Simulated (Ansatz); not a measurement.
A first, cheap relaxation of CH$_{5}$SSb (`[CH3][SbH][SH]`).

```yaml
crystal:
  periodic: [false, false, false]
  atoms:
    - {symbol: C, position_ang: [-0.666000, 0.750100, -0.340800]}
    - {symbol: Sb, position_ang: [1.368000, 0.231500, -0.480800]}
    - {symbol: S, position_ang: [1.273700, -0.833600, 1.713700]}
    - {symbol: H, position_ang: [-0.760300, 1.612500, 0.395700]}
    - {symbol: H, position_ang: [-1.319100, -0.091000, -0.070000]}
    - {symbol: H, position_ang: [-1.058900, 1.174000, -1.343900]}
    - {symbol: H, position_ang: [1.002800, -1.271100, -1.294400]}
    - {symbol: H, position_ang: [0.252000, -1.629600, 1.364700]}
basis:
  gaussian: {orbitals: def2-SVP}
hamiltonian: {xc: pbe, dispersion: d4}
relax: {f_tol: 0.03, max_steps: 200}
```

```sh
$ ansatz run in.yaml --threads 2 --pin off --events-out ev --progress --plain --max-ram 4352MiB
```

It prints (some lines left out):

```
Functional definition: PBE
mean field -18480.87860106 eV, -679.1597617996 hartree, gradient 1.6e-5 eV, S^2 0.000000; 0 other end points of the search recorded, 0 dependent functions left out
relax step   1: F+E_penalty+E_count = -18481.06727571 eV  Δ(F+E_penalty+E_count) = +0.000e0 eV  max|allowed force component| = 2.031e0 eV/Å  Δτ_max = 0.0000 Å  (26 SCF iters, accepted)
mean field -18481.01270449 eV, -679.1646900096 hartree, gradient 9.7e-6 eV, S^2 0.000000; 0 other end points of the search recorded, 0 dependent functions left out
relax step   2: F+E_penalty+E_count = -18481.19362598 eV  Δ(F+E_penalty+E_count) = -1.264e-1 eV  max|allowed force component| = 4.805e-1 eV/Å  Δτ_max = 0.1958 Å  (29 SCF iters, accepted)
mean field -18481.03949291 eV, -679.1656744660 hartree, gradient 8.4e-6 eV, S^2 0.000000; 0 other end points of the search recorded, 0 dependent functions left out
relax step   3: F+E_penalty+E_count = -18481.22007481 eV  Δ(F+E_penalty+E_count) = -2.645e-2 eV  max|allowed force component| = 3.518e-1 eV/Å  Δτ_max = 0.1784 Å  (29 SCF iters, accepted)
mean field -18481.05831677 eV, -679.1663662302 hartree, gradient 1.7e-5 eV, S^2 0.000000; 0 other end points of the search recorded, 0 dependent functions left out
relax step   4: F+E_penalty+E_count = -18481.23984400 eV  Δ(F+E_penalty+E_count) = -1.977e-2 eV  max|allowed force component| = 1.410e-1 eV/Å  Δτ_max = 0.0776 Å  (27 SCF iters, accepted)
mean field -18481.05965705 eV, -679.1664154845 hartree, gradient 1.8e-5 eV, S^2 0.000000; 0 other end points of the search recorded, 0 dependent functions left out
relax step   5: F+E_penalty+E_count = -18481.24142278 eV  Δ(F+E_penalty+E_count) = -1.579e-3 eV  max|allowed force component| = 4.183e-2 eV/Å  Δτ_max = 0.0228 Å  (29 SCF iters, accepted)
mean field -18481.05981251 eV, -679.1664211973 hartree, gradient 1.7e-5 eV, S^2 0.000000; 0 other end points of the search recorded, 0 dependent functions left out
relax step   6: F+E_penalty+E_count = -18481.24155816 eV  Δ(F+E_penalty+E_count) = -1.354e-4 eV  max|allowed force component| = 5.917e-3 eV/Å  Δτ_max = 0.0124 Å  (27 SCF iters, accepted)
mean field -18481.05981251 eV, -679.1664211973 hartree, gradient 1.7e-5 eV, S^2 0.000000; 1 other end points of the search recorded, 0 dependent functions left out
Total energy: -18481.24158979 eV, -679.1731013894 hartree
Atom 0 at    -0.732465     0.817016    -0.391119 Å, force    -0.005917     0.001075     0.000439 eV/Å
Atom 1 at     1.374302     0.197571    -0.449285 Å, force     0.004155    -0.001012    -0.005762 eV/Å
Atom 2 at     1.400699    -0.928307     1.761857 Å, force    -0.000620    -0.003620     0.000693 eV/Å
Atom 3 at    -0.838145     1.621502     0.361119 Å, force    -0.001276    -0.000322    -0.001059 eV/Å
Atom 4 at    -1.381299    -0.035672    -0.117511 Å, force     0.003568     0.001653     0.000861 eV/Å
Atom 5 at    -1.026242     1.203113    -1.387691 Å, force     0.000848    -0.002008     0.000450 eV/Å
Atom 6 at     0.998383    -1.237713    -1.364886 Å, force    -0.000234     0.003575     0.005057 eV/Å
Atom 7 at     0.296966    -1.694710     1.531715 Å, force    -0.000524     0.000660    -0.000680 eV/Å
Dipole moment:    -0.266462     0.110216    -0.301047 e Å
```

Run time 9.5 s (2 threads of an Arm Neoverse V1 on a shared host); peak host memory 0.12 GiB.
